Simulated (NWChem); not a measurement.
System: C₄H₇Cl; SMILES C=C(Cl)CC

Here is an NWChem input.

```
start job
memory heap 200 mb stack 900 mb global 1100 mb
geometry units angstroms noautoz
  C     -1.810234     0.542722    -0.210616
  C     -0.568436     0.173492     0.096302
  Cl     0.747378     1.356077    -0.050641
  C     -0.130827    -1.186458     0.569488
  C      0.777000    -1.932459    -0.421976
  H     -2.054861     1.542533    -0.550743
  H     -2.621206    -0.174476    -0.120157
  H     -1.036693    -1.775030     0.759409
  H      0.388640    -1.079198     1.530792
  H      1.696896    -1.371855    -0.614076
  H      1.053963    -2.912270    -0.018177
  H      0.266749    -2.087505    -1.378702
end
basis spherical
  * library def2-svp
end
dft
  xc becke88 perdew86
  iterations 150
  mulliken
end
task dft energy
```

Structure relaxed at the B3LYP/6-31G* (spherical d) level.

Task: Predict the main results of this run. (BP86/def2-SVP.) Quantities: energy (Ha); highest occupied level (eV); orbital gap (eV); dipole (D).

Result: 
```
Quantity                      Result
---------------------------  -------
energy (Ha)                  -616.60
highest occupied level (eV)    -6.09
orbital gap (eV)                5.16
dipole (D)                      1.50
```
